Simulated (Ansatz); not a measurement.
PBE exchange is replaced step by step with exact exchange (0 % is PBE, 25 % PBE0; no dispersion term), basis def2-TZVP, Ansatz. System: the cluster Zn2Se⁺. Charge 1, multiplicity 2. Geometry: r2SCAN-D4/def2-TZVP, each spin state at its own.

Geometry of the doublet:

```xyz
3

Zn    1.795    0.746    0.121
Zn   -1.445   -0.954   -0.892
Se   -0.350    0.208    0.771
```

The structure comes from a short search, and lower isomers may exist.

HOMO and LUMO are taken over both spins.

| exact exchange (%) | HOMO (eV) | LUMO (eV) | gap (eV) | ⟨S²⟩ | quartet − doublet (kJ/mol) |
| --- | --- | --- | --- | --- | --- |
| 0 | -10.13 | -9.64 | 0.49 | 0.753 | 100.8 |
| 5 | -10.23 | -9.51 | 0.71 | 0.755 | 97.2 |
| 10 | -10.32 | -9.39 | 0.93 | 0.756 | 93.7 |
| 15 | -10.42 | -9.27 | 1.15 | 0.758 | 90.1 |
| 25 | -10.62 | -9.04 | 1.58 | 0.763 | 82.8 |
| 50 | -11.11 | -8.45 | 2.66 | 0.780 | 64.5 |

Problem. Estimate the row for 35 %.

Solution. 
```
exact exchange (%)  HOMO (eV)  LUMO (eV)  gap (eV)   ⟨S²⟩  quartet − doublet (kJ/mol)
                35     -10.81      -8.80      2.01  0.769                        75.5
```
